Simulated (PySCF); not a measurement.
A structure optimised at B3LYP-D3(BJ)/def2-SVP, used in a PySCF frequency run:

```
O
Si 1 1.6745
H 2 1.4889 1 106.34
H 2 1.4936 3 109.63 1 -120.86
H 2 1.4943 3 109.61 4 -118.70
Te 1 2.0311 2 121.94 3 179.81
Ge 6 2.5914 1 92.29 2 -93.82
H 7 1.5392 6 109.03 1 57.84
H 7 1.5393 8 110.25 5 99.27
H 7 1.5426 8 110.75 9 122.78
```
Charge 0, spin multiplicity 1.

Task: Write its SMILES and formula.

Result: [SiH3]O[Te][GeH3], GeH₆OSiTe

Task: What are its rotational constants (standard atomic weights)?

Result: 2.0973, 1.0224, 0.71984 GHz
